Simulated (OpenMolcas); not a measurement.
## Lines of O I: computed and rescaled rates

- Program: OpenMolcas 26.06
- Method: CASSCF
- Basis: ANO-RCC-VTZP [4s3p2d1f]
- Scalar Hamiltonian: DKH2, point nucleus
- Active space: 4 electrons in 3 orbitals (2p)
- State averaging: 2S+1 = 3 even, 3 roots; 2S+1 = 1 even, 6 roots
- Spin-orbit coupling: state interaction with AMFI integrals over the reference wave functions, term energies averaged over their components

Rates come from the transition moments of the reference wave functions (E1 and E2 in the length form). At fixed line strength A goes as λ^-3 for E1 and M1 and as λ^-5 for E2, so a rate at the computed wavelength can be rescaled to the measured one. Measured vacuum wavelengths follow from level energies in NIST Handbook of Basic Atomic Spectroscopic Data. Branching counts decays inside the model space alone, at computed energies, and the table is only a selection of the E2 and M1 lines, drawn from those between levels with measured partners whose computed energy lies within a factor of 1.5 of the measured one.

| Upper | Lower | Type | λ computed (nm) | λ measured (nm) | A computed (s-1) | A rescaled (s-1) | Branching % |
| --- | --- | --- | --- | --- | --- | --- | --- |
| 2s2 2p4 1S0 | 2s2 2p4 1D2 | E2 | 382 | 557.9 | 9.32e+00 | 1.40e+00 | 98.9 |
| 2s2 2p4 1S0 | 2s2 2p4 3P1 | M1 | 228.7 | 297.3 | 1.03e-01 |  | 1.1 |
| 2s2 2p4 1D2 | 2s2 2p4 3P2 | M1 | 564.9 | 630.2 | 7.82e-03 |  | 75.2 |
| 2s2 2p4 1D2 | 2s2 2p4 3P1 | M1 | 569.7 | 636.6 | 2.54e-03 |  | 24.4 |
| 2s2 2p4 3P1 | 2s2 2p4 3P2 | M1 | 67000 | 63190 | 7.51e-05 | 8.95e-05 | 100.0 |
| 2s2 2p4 3P0 | 2s2 2p4 3P1 | M1 | 136400 | 145500 | 2.14e-05 | 1.76e-05 | 100.0 |

Spin-changing lines and M1 lines between different terms are not rescaled, since their strength hangs on the term gaps too.

The largest correction is for 2s2 2p4 1S0 → 2s2 2p4 1D2 (E2): 9.32e+00 × (382 / 557.9)^5 = 1.40e+00 s-1, a factor of 0.15.

The computed rate and branching of 2s2 2p4 3P1 → 2s2 2p4 3P2 give the upper level a radiative lifetime of 1.000 / 7.51e-05 s-1 = 1.33e+04 s, counting decays inside the model space alone. The rescaled rate gives about 1.1e+04 s.

No measured rate stands beside these. Rescaling mends the energy factor alone: line strengths can still be far off where a level mixes with configurations outside the active space, and weak or spin-changing lines hang on small mixing coefficients that depend on the term gaps too, so rescaling need not improve them.

Without dynamic correlation excited terms often stand tens of per cent too high (terms of higher spin than the ground term too low), and those without a measured partner can miss by more than the paired ones. With the s shell closed, the reference lacks s² → p² mixing. Computed and measured levels are paired by configuration, term and J; levels that our copy of the source lacks, or whose pairing is in doubt (as where it misses far off the trend of its configuration), stay unpaired. Levels of configurations outside the active space are missing.
